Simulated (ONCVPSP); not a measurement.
Potentials for nitrogen (N) compared

Generated with ld1.x 7.5 (TM, RRKJ, ultrasoft, PAW), atompaw 4.2 or ONCVPSP 4.0.1. The cutoff is in Ry: for ld1.x and atompaw files where the sum of valence levels is converged to 10 mRy in a Bessel basis, for ONCV files where the hardest occupied wave has 1 mHa per electron of residual kinetic energy. The error is the largest all-electron minus pseudo excitation energy over each file’s own four to seven test configurations (ionisations up to +4, promotions, holes and added fractions of an electron), all of which were solved. The labels leave out finer settings (local radius, basis sizes, second energies), which also bear on the numbers. Spin-polarised tests are not counted. The rows are a selection from randomly drawn settings: files with unsolved tests, undetermined cutoffs or missed reference levels are left out.

```csv
potential,cutoff (Ry),largest error (meV),bound ghosts
"ONCV, PBE, non-relativistic, rc 1.10/1.25 (sp), local smoothed, core correction no, reference 2s2 2p1.5, qcut 5.4/9.9, projectors 2/2",116,+93,none
"ONCV, LDA (Perdew-Wang 92), scalar-relativistic, rc 0.90/2.35/2.05 (spd), local s, core correction yes, reference 2s2 2p3, qcut 9.3/5.7/5.2, projectors 0/3/2",62,+3238,none
"ONCV, PBE, scalar-relativistic, rc 1.15/1.55/1.60 (spd), local smoothed, core correction yes, reference 2s2 2p3, qcut 5.7/7.4/6.2, projectors 2/2/1",73,+1080,none
```

(1) Fill in the row for N: ONCV, PBE, non-relativistic, rc 0.80/2.10/1.95 (spd), local s, core correction yes, reference 2s2 2p3, qcut 7/5.7/5.8, projectors 0/1/1.

(2) Fill in the row for N: ONCV, LDA (Perdew-Zunger), scalar-relativistic, rc 0.85/2.15/1.80 (spd), local smoothed, core correction yes, reference 2s2 2p3, qcut 8.3/5/5.2, projectors 2/1/3.

(3) Fill in the row for N: ONCV, BLYP, fully relativistic, rc 0.85/1.35/1.35 (spd), local smoothed, core correction yes, reference 2s2 2p3, qcut 8.6/12.8/7.6, projectors 2/2/2.

Answers

(1) cutoff 66 Ry, largest error +2939 meV, bound ghosts: none.

(2) cutoff 59 Ry, largest error +3293 meV, bound ghosts: none.

(3) cutoff 77 Ry, largest error +297 meV, bound ghosts: none.
